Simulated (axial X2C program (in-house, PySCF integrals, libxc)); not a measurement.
# Which molecule has these constants?

All values come from calculations with an in-house all-electron X2C program for linear molecules (integrals from PySCF), spin-free (one-electron X2C) or two-component (2c: spin–orbit coupling with atomic mean-field Coulomb and Gaunt terms, which also bring small scalar terms), in Dyall basis sets with cores contracted in-house; open shells are unrestricted.

A two-component PBE0 calculation in a Dyall 3-zeta basis gave Re = 3.005 Å, ωe = 119.0 cm⁻¹, De = 0.50 eV, Ω = 1/2.

Task: Which molecule is it?
A. NaCu⁺
B. NaAu⁺
C. NaAg⁺

Result: A. The others have NaAg⁺ 3.109 Å and 109.9 cm⁻¹ (Ω = 1/2); NaAu⁺ 2.968 Å and 125.2 cm⁻¹ (Ω = 1/2).

Each entry is the lowest single determinant of a limited PBE0 search at one distance. De goes to single-determinant-based atoms at the same level (for ions the charge split of lowest energy) and is withheld (n/a) where an atom does not fit its ground term or J level. Main or longest-lived isotopes.
